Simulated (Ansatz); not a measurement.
## Reading a saddle point

A first-order saddle point of SiH2SF2, singlet, PBE0-D4/def2-TZVP, with one imaginary mode of 1079i cm⁻¹:

```
6
angstrom
Si 0.3093 -0.8152 0.3385
F -1.2134 -1.1502 0.6729
F 0.6963 -1.7072 -0.9226
H 0.9716 0.6562 0.5012
S 0.0665 1.3402 -0.7669
H -0.8303 1.6763 0.1769
```

Program: Ansatz 0.2.0. Basis: def2-TZVPP and def2-QZVPP. Cores are frozen in the correlated methods. Extrapolation: Hartree–Fock as exp(−7.88 √X), correlation as X^−2.97.

(1) Which contacts change along the imaginary mode, and what lies on either side? (Judge from chemistry; the calculation decides.)

(2) Which side is lower, and how far does the saddle lie above each? (To be estimated.)

No T1 diagnostic of these runs exceeds 0.016. The restricted Hartree–Fock reference is unstable towards an unrestricted one at one or more of these structures.

Answers

(1) Computed: The step is SiF₂ + H₂S → SiH₂SF₂ ([F][SiH]([F])[SH]), with the molecules in contact on both sides. Shortening one way: Si1–H4, Si1–S5; lengthening the same way: H4–S5.
```json
{"pair": "Si1–H4", "one side (Å)": "3.19", "saddle (Å)": "1.62", "other side (Å)": "1.47"}
{"pair": "Si1–S5", "one side (Å)": "2.85", "saddle (Å)": "2.43", "other side (Å)": "2.11"}
{"pair": "H4–S5", "one side (Å)": "1.34", "saddle (Å)": "1.70", "other side (Å)": "3.03"}
```

(2) The calculation gives: The side with Si1–H4, Si1–S5 short is lower by 187.8 kJ/mol; the saddle lies 300.0 kJ/mol above it and 112.2 kJ/mol above the other (CCSD(T) at an estimated basis limit (MP2 extrapolated from triple and quadruple zeta, plus CCSD(T) − MP2 in triple zeta); electronic energies).

Losses and insertions of silylenes and their heavier kin drive the gas-phase chemistry of silicon and germanium vapour deposition.

Labels in which every atom is bracketed show which atoms are joined, not bond orders.

For scale, one of the runs: CCSD(T)/def2-TZVPP, 174 basis functions, launched by `ansatz run in.yaml --threads 2 --pin off --events-out ev --progress --plain --max-ram 4352MiB`. Time: 50 s of wall clock on 2 CPU threads of an Arm Neoverse V1; the host was shared. Peak host memory: 1.5 GiB.
